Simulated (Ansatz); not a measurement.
Born–Oppenheimer molecular dynamics of CH₇BFN (11 atoms, charge 0, multiplicity 1). It starts at the highest image of a converged band. Of that band: Neighbouring images differ by up to 1.4 eV, so the band resolves the path poorly. A vibrational analysis at the climbing image gives one clearly imaginary mode, 1300i cm⁻¹: a first-order saddle point.

These are results of RKS PBE/6-31G* in Ansatz 0.2.0, not measurements.

| Quantity | Value |
| --- | --- |
| ensemble | NVE (velocity Verlet) |
| time step | 0.5 fs |
| steps asked | 200 |
| starting velocities drawn for | 100 K |
| seed | 5018 |

First frame:

```xyz
11
Properties=species:S:1:pos:R:3
B 0.131 0.324 -0.024
H -0.592 -0.342 1.025
F 1.353 -0.289 -0.091
H -0.638 0.232 -0.955
N 0.093 1.735 0.651
H 0.911 1.915 1.242
C -0.378 2.916 -0.072
H -1.302 2.656 -0.612
H -0.609 3.741 0.623
H 0.361 3.275 -0.815
H -0.568 0.644 1.215
```

(1) What does the run give?

(2) What happens to the structure?

(3) How do temperature and energy run in time?

## Answers

(1) All steps were run.

| Quantity | Value |
| --- | --- |
| steps done | 200 |
| time covered | 100 fs |
| mean temperature over the second half | 1349 K |
| spread of the potential energy over the second half | 9.6 meV per atom |
| mean potential energy of the second half above the start | -132.1 meV per atom |

The conserved energy stayed within 0.086 meV per atom of its start (net change 0.02 meV per atom), so the integration is sound. The system heated up, since it started high on the potential surface and ran downhill. A run of 0.1 ps of so small a system gives no equilibrium averages. The orbitals stay closed-shell, which can raise the energy where a bond breaks towards radicals; this wasn't checked here.

(2) The step under study would form B1–N5, H2–H11 and break B1–H2, N5–H11. These pairs go: B1–N5 1.56 → 1.42 Å, H2–H11 1.00 → 0.74 Å, B1–H2 1.44 → 11.36 Å, N5–H11 1.40 → 11.56 Å. In the last frame they stand as after the step (other bonds may differ from the relaxed reactants and products). It ends as CH5BFN + H2. Pairs count as bonded within 1.25 times the sum of covalent radii (0.12 Å more for H–H). This is one draw of velocities; another would differ in detail.

(3) 
```tsv
time (fs)	T (K)	potential energy less start (eV)	conserved less start (meV/atom)
0.0	100	0.000	0.00
5.0	62	0.044	0.03
10.0	188	-0.102	0.06
15.0	644	-0.633	0.03
20.0	1136	-1.205	-0.02
25.0	1265	-1.354	0.03
30.0	1321	-1.419	0.07
35.0	1408	-1.522	0.05
40.0	1462	-1.585	0.02
45.0	1409	-1.522	0.06
50.0	1410	-1.524	0.05
55.0	1501	-1.630	0.02
60.0	1519	-1.651	0.02
65.0	1348	-1.451	0.05
70.0	1331	-1.432	0.01
75.0	1357	-1.462	0.03
80.0	1265	-1.355	0.06
85.0	1274	-1.366	0.02
90.0	1251	-1.339	0.04
95.0	1281	-1.373	0.05
100.0	1279	-1.371	0.02
```

Time of the run: 3.9 min on 1 thread of INTEL(R) XEON(R) PLATINUM 8581C CPU @ 2.30GHz (Emerald Rapids), with other jobs on the host, peak memory 0.12 GiB.
